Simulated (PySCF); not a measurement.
HCl$_{3}$OZr, charge -1, doublet, at the geometry of the source list (the multiplicity is a formal guess) (all electrons, no relativity) (in this run its highest filled SCF level lies above zero, so its values depend strongly on the basis, on diffuse functions most of all); M06L/3-21G (PySCF).

PySCF was given this input:
```python
from pyscf import gto, scf, dft

mol = gto.M(
    atom='''
Zr    0.257200   -0.080600   -0.012700
Cl    2.118100    0.967600   -0.762600
Cl    0.947900   -0.886800    1.988100
Cl    0.233500   -1.956500   -1.279100
O    -1.323900    0.824000    0.013400
H    -2.232800    1.132300    0.052700
''',
    basis='3-21g',
    charge=-1,
    spin=1,
    verbose=4,
)

mf = dft.UKS(mol)
mf.xc = 'm06l'
mf.grids.level = 2
mf.kernel()
mf.analyze()
```

What does PySCF print? Leave out banner, timings and long lists.


```
PySCF version 2.14.0

[INPUT] verbose = 4
[INPUT] num. atoms = 6
[INPUT] num. electrons = 101
[INPUT] charge = -1
[INPUT] spin (= nelec alpha-beta = 2S) = 1
[INPUT] symmetry False subgroup None
[INPUT] Mole.unit = angstrom
[INPUT] Symbol           X                Y                Z      unit          X                Y                Z       unit  Magmom
[...]
nuclear repulsion = 780.729792276063
number of shells = 42
number of NR pGTOs = 180
number of NR cGTOs = 86
basis = 3-21g
ecp = {}

******** <class 'pyscf.dft.uks.UKS'> ********
method = UKS
initial guess = minao
damping factor = 0
level_shift factor = 0
DIIS = <class 'pyscf.scf.diis.CDIIS'>
diis_start_cycle = 1
diis_space = 8
diis_damp = 0
SCF conv_tol = 1e-09
SCF conv_tol_grad = None
SCF max_cycles = 50
direct_scf = True
direct_scf_tol = 1e-13
number electrons alpha = 51  beta = 50
XC library pyscf.dft.libxc version 7.1.2
    S. Lehtola, C. Steigemann, M. J. T. Oliveira, and M. A. L. Marques,  SoftwareX 7, 1–5 (2018)
XC functionals = m06l
    Y. Zhao and D. G. Truhlar,  J. Chem. Phys. 125, 194101 (2006)
    Y. Zhao and D. G. Truhlar,  J. Chem. Phys. 125, 194101 (2006)
    Y. Zhao and D. G. Truhlar,  Theor. Chem. Acc. 120, 215 (2008)
radial grids:
    Treutler-Ahlrichs [JCP 102, 346 (1995); DOI:10.1063/1.469408] (M4) radial grids

becke partition: Becke, JCP 88, 2547 (1988); DOI:10.1063/1.454033
pruning grids: <function nwchem_prune>
grids dens level: 2
symmetrized grids: False
atomic radii adjust function: <function treutler_atomic_radii_adjust>
small_rho_cutoff = 0
Set gradient conv threshold to 3.16228e-05
tot grids = 66224
init E= -4968.4350166108

cycle= 1 E= -4973.42918193515  delta_E= -4.99  |g|= 0.625  |ddm|= 2.23
cycle= 2 E= -4973.00516640798  delta_E= 0.424  |g|= 1.08  |ddm|=  4.1
cycle= 3 E= -4973.56862236953  delta_E= -0.563  |g|= 0.219  |ddm|=  3.9
cycle= 4 E= -4973.59413196951  delta_E= -0.0255  |g|= 0.0695  |ddm|= 0.593
cycle= 5 E= -4973.5970049982  delta_E= -0.00287  |g|= 0.00716  |ddm|= 0.199
cycle= 6 E= -4973.59702890322  delta_E= -2.39e-05  |g|= 0.00659  |ddm|= 0.0862
cycle= 7 E= -4973.59704945748  delta_E= -2.06e-05  |g|= 0.00324  |ddm|= 0.125
cycle= 8 E= -4973.59705298758  delta_E= -3.53e-06  |g|= 0.00226  |ddm|= 0.132
cycle= 9 E= -4973.59706986633  delta_E= -1.69e-05  |g|= 0.000676  |ddm|= 0.0955
cycle= 10 E= -4973.59707160668  delta_E= -1.74e-06  |g|= 0.000539  |ddm|= 0.0478
cycle= 11 E= -4973.59707340923  delta_E= -1.8e-06  |g|= 0.000325  |ddm|= 0.031
cycle= 12 E= -4973.59707453879  delta_E= -1.13e-06  |g|= 0.000222  |ddm|= 0.013
cycle= 13 E= -4973.59707708029  delta_E= -2.54e-06  |g|= 0.000158  |ddm|= 0.023
cycle= 14 E= -4973.59707839564  delta_E= -1.32e-06  |g|= 0.000116  |ddm|= 0.0228
cycle= 15 E= -4973.59707859132  delta_E= -1.96e-07  |g|= 7e-05  |ddm|= 0.0086
cycle= 16 E= -4973.59707863517  delta_E= -4.39e-08  |g|= 3.17e-05  |ddm|= 0.0049
cycle= 17 E= -4973.59707864  delta_E= -4.84e-09  |g|= 1.47e-05  |ddm|= 0.00136
cycle= 18 E= -4973.59707864085  delta_E= -8.42e-10  |g|= 5.52e-06  |ddm|= 0.000356
Extra cycle  E= -4973.5970786389  delta_E= 1.95e-09  |g|= 2.32e-05  |ddm|= 0.00106
converged SCF energy = -4973.5970786389  <S^2> = 0.75178924  2S+1 = 2.0017884
**** SCF Summaries ****
Total Energy =                       -4973.597078638896164
Nuclear Repulsion Energy =             780.729792276062881
One-electron Energy =                -8454.641777447839559
Two-electron Energy =                 2700.314906532880741
Two-electron Coulomb Energy =         2906.385429212125928
DFT Exchange-Correlation Energy =     -206.070522679245016
**** MO energy ****
                             alpha | beta                alpha | beta
[...]
To work with the spin densities directly, `use mulliken_meta_spin()` only printing them here.

 ** Mulliken spin pop alpha/beta on meta-lowdin orthogonal AOs **
 ** Mulliken Spin Density (per AO)  **
spin_pop of  0 Zr 1s       -0.00000
spin_pop of  0 Zr 2s        0.00000
spin_pop of  0 Zr 3s       -0.00000
spin_pop of  0 Zr 4s        0.00004
spin_pop of  0 Zr 5s        0.00619
spin_pop of  0 Zr 6s        0.00144
spin_pop of  0 Zr 2px      -0.00000
spin_pop of  0 Zr 2py       0.00000
spin_pop of  0 Zr 2pz       0.00000
spin_pop of  0 Zr 3px      -0.00000
spin_pop of  0 Zr 3py      -0.00000
spin_pop of  0 Zr 3pz      -0.00000
spin_pop of  0 Zr 4px      -0.00001
spin_pop of  0 Zr 4py       0.00009
spin_pop of  0 Zr 4pz       0.00003
spin_pop of  0 Zr 5px       0.00073
spin_pop of  0 Zr 5py       0.00241
spin_pop of  0 Zr 5pz       0.00124
spin_pop of  0 Zr 6px       0.00000
spin_pop of  0 Zr 6py       0.00689
spin_pop of  0 Zr 6pz       0.00154
spin_pop of  0 Zr 3dxy     -0.00000
spin_pop of  0 Zr 3dyz      0.00000
spin_pop of  0 Zr 3dz^2     0.00000
spin_pop of  0 Zr 3dxz      0.00000
spin_pop of  0 Zr 3dx2-y2    0.00000
spin_pop of  0 Zr 4dxy      0.02347
spin_pop of  0 Zr 4dyz      0.24224
spin_pop of  0 Zr 4dz^2     0.38451
spin_pop of  0 Zr 4dxz      0.02164
spin_pop of  0 Zr 4dx2-y2    0.22063
spin_pop of  0 Zr 5dxy      0.00026
spin_pop of  0 Zr 5dyz      0.00058
spin_pop of  0 Zr 5dz^2     0.00043
spin_pop of  0 Zr 5dxz      0.00019
spin_pop of  0 Zr 5dx2-y2    0.00120
spin_pop of  1 Cl 1s        0.00000
spin_pop of  1 Cl 2s       -0.00000
spin_pop of  1 Cl 3s        0.00245
spin_pop of  1 Cl 4s        0.00051
spin_pop of  1 Cl 2px       0.00000
spin_pop of  1 Cl 2py      -0.00000
spin_pop of  1 Cl 2pz       0.00000
spin_pop of  1 Cl 3px       0.01379
spin_pop of  1 Cl 3py       0.00072
spin_pop of  1 Cl 3pz      -0.00142
spin_pop of  1 Cl 4px       0.00144
spin_pop of  1 Cl 4py      -0.00000
spin_pop of  1 Cl 4pz       0.00015
spin_pop of  2 Cl 1s        0.00000
spin_pop of  2 Cl 2s       -0.00000
spin_pop of  2 Cl 3s        0.00064
spin_pop of  2 Cl 4s        0.00014
spin_pop of  2 Cl 2px       0.00000
spin_pop of  2 Cl 2py       0.00000
spin_pop of  2 Cl 2pz      -0.00000
spin_pop of  2 Cl 3px      -0.00545
spin_pop of  2 Cl 3py       0.04134
spin_pop of  2 Cl 3pz      -0.00607
spin_pop of  2 Cl 4px       0.00005
spin_pop of  2 Cl 4py       0.00115
spin_pop of  2 Cl 4pz       0.00008
spin_pop of  3 Cl 1s        0.00000
spin_pop of  3 Cl 2s       -0.00000
spin_pop of  3 Cl 3s        0.00010
spin_pop of  3 Cl 4s        0.00004
spin_pop of  3 Cl 2px      -0.00000
spin_pop of  3 Cl 2py       0.00000
spin_pop of  3 Cl 2pz      -0.00000
spin_pop of  3 Cl 3px      -0.00474
spin_pop of  3 Cl 3py       0.01877
spin_pop of  3 Cl 3pz       0.02195
spin_pop of  3 Cl 4px      -0.00005
spin_pop of  3 Cl 4py       0.00068
spin_pop of  3 Cl 4pz       0.00036
spin_pop of  4 O 1s        0.00000
spin_pop of  4 O 2s       -0.00088
spin_pop of  4 O 3s        0.00011
spin_pop of  4 O 2px      -0.00199
spin_pop of  4 O 2py       0.00374
spin_pop of  4 O 2pz      -0.00472
spin_pop of  4 O 3px       0.00009
spin_pop of  4 O 3py       0.00030
spin_pop of  4 O 3pz       0.00013
spin_pop of  5 H 1s        0.00071
spin_pop of  5 H 2s        0.00012
 ** Mulliken Spin Density (per atom)  **
spin density of  0 Zr =      0.91575
spin density of  1 Cl =      0.01764
spin density of  2 Cl =      0.03188
spin density of  3 Cl =      0.03712
spin density of  4 O =     -0.00322
spin density of  5 H =      0.00083
 ** Mulliken pop alpha/beta on meta-lowdin orthogonal AOs **
 ** Mulliken pop       alpha | beta **
In total            51.00000 | 50.00000
 ** Mulliken atomic charges   ( Nelec_alpha | Nelec_beta ) **
charge of  0Zr =      0.66996  (    20.12289     19.20714 )
charge of  1Cl =     -0.47494  (     8.74629      8.72865 )
charge of  2Cl =     -0.47613  (     8.75401      8.72213 )
charge of  3Cl =     -0.47448  (     8.75580      8.71868 )
charge of  4O =     -0.54887  (     4.27282      4.27604 )
charge of  5H =      0.30446  (     0.34819      0.34735 )

WARN: System has nonzero charge -1; the dipole moment is origin-dependent.
Location of origin: [0. 0. 0.]

Dipole moment(X, Y, Z, Debye): -7.34114,  4.37949,  0.13531
```
